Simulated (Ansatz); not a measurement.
Sn(H)2(OMe)(NH2) (CH₇NOSn), SMILES C[O][SnH2][NH2].

Coordinates come from a B3LYP-D3(BJ)/def2-SVP optimisation. The structure was generated by enumeration; whether it is a known compound was not checked. The def2 effective core potentials stand for the cores of Sn; spin–orbit coupling is left out. The values are those of a single conformer.

Two levels are set side by side: PBE/def2-SVPD (Ansatz, a quantum-chemistry and plane-wave program) and PBE0/def2-SVPD (Ansatz). Energy differences of separate SCF runs at the same geometry; the states with an electron removed or added have multiplicity 2 and 2. Differences are taken from unrounded values.

```tsv
quantity	PBE0
vertical ionisation energy (eV)	9.23
vertical singlet–triplet gap (eV)	5.16
```

Q: What does PBE give, and how far is it from PBE0? (An estimate is asked for; the answer gives what the named calculation found.)

A: 
```
quantity                            PBE  PBE minus PBE0
---------------------------------  ----  --------------
vertical ionisation energy (eV)    8.86           -0.37
vertical singlet–triplet gap (eV)  4.70           -0.46
```
